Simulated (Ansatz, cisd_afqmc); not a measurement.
Species: C$_{2}$H$_{5}$F, charge 0, singlet. C2H5F (fluoroethane, SMILES CCF).
B3LYP-D3(BJ)/def2-TZVP minimum from Ansatz (an electronic-structure program):
```
C
H 1 1.0925
H 1 1.0925 2 108.98
F 1 1.3997 2 107.10 3 115.53
C 1 1.5091 2 111.77 3 -124.03
H 5 1.0906 1 110.73 2 -179.09
H 5 1.0906 6 108.68 1 -121.83
H 5 1.0925 6 108.40 7 -117.63
```
Charge 0, spin multiplicity 1.

Total energies in cc-pVTZ, 20 correlated electrons, 3 frozen orbitals. Open shells are spin-unrestricted; no spin-orbit coupling. Correlated methods leave the cores frozen. No relativity. AFQMC is phaseless with a CISD trial state; ± is one standard error, without the phaseless bias. Outlying blocks are dropped, and bars are widened where a walk drifts. Over all cases where full CI ran beside it in this data, AFQMC minus full CI had a median of +0.1 mEh and passed +0.4 mEh in a tenth of the cases.

```json
[
 {"method": "HF", "program": "Ansatz", "energy (Eh)": "-178.14915", "minus AFQMC/CISD (mEh)": "655.4 ± 0.3"},
 {"method": "MP2", "program": "Ansatz", "energy (Eh)": "-178.75628", "minus AFQMC/CISD (mEh)": "48.3 ± 0.3"},
 {"method": "CCSD", "program": "Ansatz", "energy (Eh)": "-178.78304", "minus AFQMC/CISD (mEh)": "21.5 ± 0.3"},
 {"method": "CCSD(T)", "program": "Ansatz", "energy (Eh)": "-178.80375", "minus AFQMC/CISD (mEh)": "0.8 ± 0.3"},
 {"method": "AFQMC/CISD", "program": "cisd_afqmc", "energy (Eh)": "-178.8045 ± 0.0003", "minus AFQMC/CISD (mEh)": "0.0"}
]
```
